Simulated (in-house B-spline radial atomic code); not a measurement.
A fraction x of an electron is removed from 4d in the tin ion Sn⁴⁺, starting from [Kr] 4d10 and keeping the highest spin. Method: scalar-relativistic (X2C) PBEsol, spin-polarised, spherical fractional occupations, Fermi nucleus of rms radius 4.6519 fm. Calculated with a B-spline radial code for spherical atoms.

```csv
x,E(x) - E(0) (eV),4d down level (eV)
0,0.0000,-67.635
0.09,6.1598,-69.251
0.24,16.7507,-71.964
0.37,26.2600,-74.334
0.47,33.7851,-76.169
0.5,36.0784,-76.722
0.61,44.6295,-78.755
0.67,49.3882,-79.869
0.76,56.6518,-81.546
0.96,73.3361,-85.303
1,76.7633,-86.058
```

The exact functional would give a straight line between the two integer points. Deviations E(x) - E(0) - x[E(1) - E(0)], in eV: -0.749 at x = 0.09, -1.672 at x = 0.24, -2.142 at x = 0.37, -2.294 at x = 0.47, -2.303 at x = 0.5, -2.196 at x = 0.61, -2.043 at x = 0.67, -1.688 at x = 0.76, -0.357 at x = 0.96.

The curve lies below the straight line by up to 2.303 eV (at x = 0.5): convex, the delocalisation error that favours fractional charges.

(1) How well does Slater's transition state (minus the level at half occupation) give the ionisation energy?

Answers

(1) It gives 76.722 eV against 76.763 eV from the two total energies; NIST lists 77.03 eV, ground level to ground level.
